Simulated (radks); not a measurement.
Spherical quantum dot in the effective-mass picture: electrons in a well V = -V0 / (1 + exp((r - R)/a)) with V0 = 3.19, R = 6.27, a = 0.25, with a point charge +1 (a donor) at the centre, all in effective atomic units (hartree* = m*/eps^2 hartree, bohr* = eps/m* bohr), one dielectric constant everywhere. Calculated with a radial shooting solver with Libxc functionals: non-relativistic Kohn-Sham, exchange-only LDA, spin-polarised, spherical densities. Levels are named by radial order and angular momentum (1s, 1p, 1d, 2s, ...), and open shells are averaged over m. Results are scaled to m* = 0.365 and eps = 6.3, for which hartree* = 250.2 meV and bohr* = 0.9134 nm.

N = 2, configuration 1s2. This is the lowest configuration that the search found. Occupied and some empty levels:

| level | occupation | eigenvalue (meV) | <r> (nm) |
|---|---|---|---|
| 1s | 2 | -756.21 | 1.971 |
| 1p | 0 | -700.68 | 3.402 |
| 2s | 0 | -682.77 | 3.082 |
| 1d | 0 | -659.55 | 3.789 |

Energy (meV): total -1697.75, kinetic 134.47, external -1955.2, Hartree 216.46, exchange-correlation -93.434.

Electron density:

| r (nm) | n(r) (e/nm^3) |
|---|---|
| 0.203 | 0.2783 |
| 0.430 | 0.1732 |
| 0.657 | 0.1104 |
| 0.883 | 0.07211 |
| 1.11 | 0.04833 |
| 1.34 | 0.03316 |
| 1.56 | 0.02325 |
| 1.79 | 0.01661 |
| 2.02 | 0.01204 |
| 2.24 | 0.008850 |
| 2.47 | 0.006567 |
| 2.70 | 0.004902 |
| 2.92 | 0.003668 |
| 3.15 | 0.002740 |
| 3.38 | 0.002036 |
| 3.60 | 0.001497 |
| 3.83 | 0.001084 |
| 4.06 | 0.0007675 |
| 4.28 | 0.0005261 |
| 4.51 | 0.0003461 |
